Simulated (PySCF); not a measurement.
Polarisability and C₆ of P (phosphorus, neutral)

[Ne] 3s2 3p3, high-spin 4S determinant. All numbers are calculated (PySCF 2.14, scalar relativity by spin-free X2C-1e, in ANO-RCC-VTZP (5s4p2d1f, 34 functions)). Coupled (time-dependent) response in atomic units; α is the mean over directions. The basis has no added diffuse functions, which lowers α and C₆.

```
   method  mean α (bohr³)  C₆ (like pair)  S(−4)
      UHF           22.76           170.9  128.1
      PBE           23.72           182.2  138.2
     PBE0           23.23           176.3  131.9
BHandHLYP           22.75           171.2  125.9
     MN15           23.10           170.0  139.3
```

S(−4) is the Cauchy moment in α(ω) = α(0) + S(−4) ω² + …

Reference α: 25 ± 1 bohr³ (recommended; Schwerdtfeger and Nagle, table of static dipole polarizabilities (2023 update)). Published C₆: 185.0 (Chu and Dalgarno (2004); Tang, Norbeck and Certain (1976)).

α(iu) at BHandHLYP:

| u (hartree) | α(iu) (bohr³) |
| --- | --- |
| 0 | 22.75 |
| 0.0500 | 22.44 |
| 0.100 | 21.57 |
| 0.200 | 18.72 |
| 0.300 | 15.43 |
| 0.500 | 9.981 |
| 0.750 | 5.968 |
| 1.00 | 3.842 |
| 1.50 | 1.926 |
| 2.00 | 1.148 |
| 3.00 | 0.5456 |
| 5.00 | 0.2136 |
